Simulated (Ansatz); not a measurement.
C3H10Si2 can be A, `C/C=C/[SiH2][SiH3]`, or B, `CC=C([SiH3])[SiH3]`.

Isolated molecules relaxed with PBE0-D4/def2-TZVP in Ansatz; ΔE leaves out vibrations. CBS: MP2 limit from def2 TZ/QZ plus the TZ coupled-cluster correction, frozen cores. DFT in def2-TZVPP. B3LYP here is the variant with VWN-RPA as its local correlation; programs differ in this. Each species was taken in one conformer, which may not be the lowest.

**Question.** Which isomer does CCSD(T)/CBS put lower? Give the gap. (Estimate.)

**Answer.** The calculation gave: A, by 0.1 kcal/mol. So small a gap doesn't settle the order.

**Question.** Give E(B) − E(A) in kcal/mol with HF/def2-TZVPP, MP2/def2-TZVPP, CCSD/def2-TZVPP, PBE0-D4, B3LYP-D4, B3LYP, B2PLYP. (Best estimate.)

**Answer.** Computed: HF/def2-TZVPP 0.6, MP2/def2-TZVPP -1.7, CCSD/def2-TZVPP 0.4, PBE0-D4 2.1, B3LYP-D4 0.5, B3LYP 2.1, B2PLYP 0.6. The order is the other way round with MP2/def2-TZVPP.

Largest T1 diagnostic: 0.012.

The D4 term adds −1.7 kcal/mol with B3LYP and −0.9 kcal/mol with PBE0; it sums over pairs of atoms, weighted by their polarisabilities, and B3LYP, whose exchange is more repulsive, gets the larger term.
